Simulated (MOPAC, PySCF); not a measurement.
C₈H₂₀Sn, SMILES `C[CH2][Sn]([CH2]C)([CH2]C)[CH2]C`, neutral singlet in the gas phase. 

Z-matrix (Å, degrees):
```
Sn
C 1 2.1702
H 2 1.1024 1 107.66
H 2 1.1025 3 106.23 1 -114.85
C 2 1.5234 3 110.98 4 -120.65
H 5 1.1022 2 111.87 3 -61.20
H 5 1.1024 6 106.88 2 122.68
H 5 1.1033 6 106.91 7 114.21
C 1 2.1703 2 109.93 3 59.03
H 9 1.1024 1 107.62 2 61.54
H 9 1.1025 10 106.23 1 114.83
C 9 1.5233 10 110.97 11 120.64
H 12 1.1022 9 111.88 10 61.26
H 12 1.1024 13 106.88 9 -122.68
H 12 1.1033 13 106.91 14 -114.22
C 1 2.1704 2 110.03 3 -60.37
H 16 1.1024 1 107.65 2 -57.47
H 16 1.1025 17 106.23 1 114.81
C 16 1.5233 17 110.98 18 120.64
H 19 1.1022 16 111.88 17 61.23
H 19 1.1024 20 106.88 16 -122.68
H 19 1.1033 20 106.90 21 -114.21
C 1 2.1704 2 108.45 3 179.31
H 23 1.1024 1 107.63 2 177.19
H 23 1.1025 24 106.23 1 -114.85
C 23 1.5234 24 110.98 25 -120.64
H 26 1.1022 23 111.89 24 -61.28
H 26 1.1023 27 106.88 23 122.68
H 26 1.1033 27 106.90 28 114.22
```
Charge 0, spin multiplicity 1.

All levels are single points at this geometry (PBE0-D3(BJ)/def2-SVP); Pople sets use spherical d functions. Orbital energies aren't observables, and empty levels follow the basis.

B3LYP-D3(BJ)/def2-TZVP in PySCF gives gap (eV) = 7.13.

Q: Estimate the gap (eV) from each of these levels: M06-2X/def2-TZVP in PySCF; PBE-D3(BJ)/def2-TZVP in PySCF; B3LYP/6-31G* (LANL2DZ on Sn) in PySCF; B3LYP/LANL2DZ in PySCF; M06-2X/6-31G* (LANL2DZ on Sn) in PySCF; SVWN5/6-31G* (LANL2DZ on Sn) in PySCF; AM1 in MOPAC; PM3 in MOPAC.

A: 
| level | gap (eV) |
|---|---|
| M06-2X/def2-TZVP in PySCF | 9.32 |
| PBE-D3(BJ)/def2-TZVP in PySCF | 5.66 |
| B3LYP/6-31G* (LANL2DZ on Sn) in PySCF | 8.13 |
| B3LYP/LANL2DZ in PySCF | 8.24 |
| M06-2X/6-31G* (LANL2DZ on Sn) in PySCF | 10.34 |
| SVWN5/6-31G* (LANL2DZ on Sn) in PySCF | 6.32 |
| AM1 in MOPAC | 9.11 |
| PM3 in MOPAC | 10.08 |
